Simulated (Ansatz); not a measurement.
CH3NOSn, relaxed with RKS PBE-D4/def2-SVP in the Gaussian-basis code of Ansatz from a rough embedded geometry. The force threshold is 0.03 eV/Å; the program also tests the step.

Charge 0, multiplicity 1. Sn takes the def2 core potential. The bonds changed during the relaxation, so this is another structure than the one it started from.

Start:

```xyz
7

O    -1.919    1.480    0.284
C    -0.972    0.638    0.117
N    -0.606   -0.758   -0.348
Sn    0.963    0.156    0.169
H    -0.980   -1.682   -0.751
H     1.582   -0.441    1.729
H     1.933    0.608   -1.199
```

```tsv
step	energy (eV)	largest force (eV/Å)	largest move (Å)
1	-10442.2439	5.009	0.000
2	-10443.6629	2.020	0.195
3	-10444.1468	2.792	0.197
4	-10444.3043	1.808	0.190
5	-10444.3909	1.160	0.067
6	-10444.4611	0.633	0.063
7	-10444.4990	0.341	0.054
8	-10444.5570	1.082	0.124
9	-10444.5844	2.568	0.195
10	-10444.6628	2.306	0.145
11	-10444.7718	1.442	0.146
12	-10444.8664	0.766	0.200
13	-10444.8916	0.273	0.111
14	-10444.8988	0.682	0.191
15	-10444.9065	0.327	0.095
16	-10444.9105	0.057	0.039
17	-10444.9106	0.019	0.022
```

End:

```xyz
7

O    -2.713    1.048    0.033
C    -1.737    0.412   -0.075
N    -0.636   -0.146   -0.139
Sn    1.669    0.724    0.475
H    -0.511   -1.107   -0.467
H     1.808   -0.892    1.274
H     2.120   -0.039   -1.102
```

It took 21 s on 2 threads of an Arm Neoverse V2 on a shared host, with 0.14 GiB of host memory at the peak.
